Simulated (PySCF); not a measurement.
K₂, optimised at HF/6-31G*:

```xyz
2

K      0.0009    -1.5465     1.4183
K     -0.0009     1.5465    -1.4183
```

Computed with PySCF (xtb for GFN2) and rigid-rotor harmonic-oscillator thermochemistry at 1 bar. 6-31G* has spherical d functions here. All species are closed-shell singlets. B3LYP is the form with VWN-RPA correlation.

Q: List the harmonic frequencies (cm⁻¹, unscaled) at this level and at the other levels, each on its own geometry.

A: 
- HF/6-31G*: 85
- B3LYP/6-31G*: 88
- GFN2-xTB: 189
- PBE/def2-SVP: 89
- PBE0/def2-TZVP: 91
